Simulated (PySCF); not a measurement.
FH2NSe. Atoms are numbered in the order given.

```xyz
5

Se     0.4011     0.0398     0.0000
F     -0.8268     1.3290     0.0000
N     -0.5779    -1.4288     0.0000
H     -1.0762    -1.6567     0.8465
H     -1.0762    -1.6567    -0.8465
```

The structure is a stationary point at PBE0-D3(BJ)/def2-TZVP. One conformer was computed; it need not be the lowest.

Method: M06-2X/def2-TZVPD in PySCF.

ESP charges are fitted to the potential on shells at 1.4 to 2.0 van der Waals radii. Atomic charges (e):

| atom | ESP fit | IAO |
|---|---|---|
| Se1 | ? | 0.70 |
| F2 | ? | -0.54 |
| N3 | ? | -0.73 |
| H4 | ? | 0.28 |
| H5 | ? | 0.28 |

Problem. Complete the blanks. (Estimate from the structure and the level; the computed values follow.)

Solution. 
- Se1, ESP fit: 0.25
- F2, ESP fit: -0.24
- N3, ESP fit: -0.77
- H4, ESP fit: 0.38
- H5, ESP fit: 0.38
